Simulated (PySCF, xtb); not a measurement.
C3H5, SMILES [CH2]C=C (connectivity only; charge and spin as stated), charge +1, multiplicity 1.

Harmonic wavenumbers (cm⁻¹) from GFN2-xTB in xtb at its own minimum, in rising order: 276, 300, 432, 884, 950, 983, 996, 1001, 1239, 1249, 1306, 1417, 1540, 3021, 3026, 3041, 3059, 3070.

**Question.** What does PBE0-D3(BJ)/def2-TZVP (PySCF) give at its own minimum? (Estimate from the structure and the level; the computed values follow.)

**Answer.** 291, 441, 624, 950, 1045, 1059, 1159, 1161, 1299, 1320, 1445, 1551, 1626, 3148, 3150, 3214, 3254, 3257. Paired by order, the mean absolute difference is 122 cm⁻¹ and the zero-point energies are 39.7 and 42.9 kcal/mol.
